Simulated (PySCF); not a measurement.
Molecule: `InChI=1S/CH6O3Si2/c2-1(3)6-4-5/h6H2,5H3,(H,2,3)`.

Geometry (Å), atoms numbered from 1 in this order:
```xyz
12

O     0.982    0.274   -1.327
C     1.482    0.089   -0.244
O     2.803    0.051   -0.052
Si    0.391   -0.173    1.320
O    -1.152   -0.079    0.766
Si   -2.041    0.033   -0.647
H     3.225    0.194   -0.918
H     0.674    0.902    2.309
H     0.686   -1.509    1.908
H    -1.847    1.361   -1.293
H    -1.694   -1.071   -1.585
H    -3.470   -0.105   -0.243
```

Geometry PBE0-D3(BJ)/def2-SVP throughout; GIAO in PySCF 2.14, gas phase, one conformer, non-relativistic; equivalent atoms averaged; basis pcSseg-1.

Question: How do the shifts δ (against H2O, TMS at the same level) depend on the functional? (ppm; last column core-seconds on 1 thread of an Arm Neoverse V2, shared host; the GGAs took longer than the global hybrids here, which isn't the general rule, and the cause wasn't traced)

Answer: 
```tsv
functional	kind	O1	O3	O5	C2	Si6	Si4	H7	H10/H11/H12	H8/H9	core-s
HF	Hartree–Fock	503.9	195.6	-12.3	193.9	-39.8	-48.7	6.62	4.58	4.49	5.1
LDA	LDA	513.1	254.1	12.4	188.1	-28.4	-45.4	6.62	5.55	5.49	12
PBE	GGA	495.1	242.8	8.7	181.2	-34.0	-50.0	6.39	5.29	5.24	14
BLYP	GGA	497.1	243.7	13.4	182.4	-41.2	-56.3	6.32	5.13	5.09	15
BP86	GGA	490.4	240.0	7.4	181.4	-33.6	-49.7	6.39	5.26	5.21	14
OPBE	GGA	477.4	232.4	1.9	173.5	-30.2	-45.7	6.41	5.21	5.18	15
KT2	GGA	466.5	229.6	2.4	172.1	-30.3	-47.2	6.19	5.24	5.18	15
KT3	GGA	463.3	226.5	2.8	170.0	-35.4	-50.8	6.18	5.02	4.98	15
B97-D	GGA	475.5	232.6	4.7	177.2	-37.6	-52.3	6.36	5.04	5.00	15
B3LYP	global hybrid	505.7	234.0	5.9	187.3	-39.0	-52.6	6.42	4.99	4.93	8.9
```

Question: Which nucleus moves most, in ppm?

Answer: O3 (acid hydroxyl oxygen): from 195.6 ppm with HF to 254.1 ppm with LDA. The smallest spread is 0.44 ppm, at H7. Proton shifts span only some 12 ppm, so a few tenths of a ppm matter as much there as several ppm in carbon.
